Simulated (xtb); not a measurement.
Mo(O)2(Me)2 (C2H6MoO2), SMILES [CH3][Mo]([CH3])(=[O])=[O], multiplicity 1. All values are semi-empirical tight-binding results from xtb (GFN2-xTB unless named), good for trends rather than for accurate numbers. Geometry: GFN2-xTB. The spin state was assumed, not searched. The structure was generated by enumeration; whether it is a known compound was not checked.

Optimised geometry:

Bonds (Å): Mo1–O2 1.636, Mo1–O3 1.636, Mo1–C4 2.133, Mo1–C8 2.133, C4–H5 1.110, C4–H6 1.101, C4–H7 1.097, C8–H9 1.097, C8–H10 1.108, C8–H11 1.101. Bond angles (°): O2–Mo1–O3 128.1, O2–Mo1–C4 105.3, O2–Mo1–C8 106.2, O3–Mo1–C4 106.3, O3–Mo1–C8 105.2, C4–Mo1–C8 103.2, Mo1–C4–H5 107.2, Mo1–C4–H6 113.2, Mo1–C4–H7 116.4, H5–C4–H6 107.6, H5–C4–H7 105.8, H6–C4–H7 106.2, Mo1–C8–H9 116.3, Mo1–C8–H10 107.7, Mo1–C8–H11 112.8, H9–C8–H10 105.8, H9–C8–H11 106.1, H10–C8–H11 107.7.
Charge 0, spin multiplicity 1.

For metal compounds this method's bond lengths and energies can be far off.

- orbital gap = 2.81 eV
- zero-point energy = 45.5 kcal/mol
- G − E(el) at 298.15 K (modified RRHO) = 24.5 kcal/mol

Problem. Give the atomic charges and the Wiberg bond orders between heavy atoms. (An estimate is asked for; the answer gives what the named calculation found.)

Solution. charges (e) Mo1 0.91, O2 -0.50, O3 -0.50, C4 -0.22, H5 0.09, H6 0.09, H7 0.09, C8 -0.22, H9 0.09, H10 0.09, H11 0.09. Bond orders Mo1–O2 2.11, Mo1–O3 2.11, Mo1–C4 1.10, Mo1–C8 1.10.
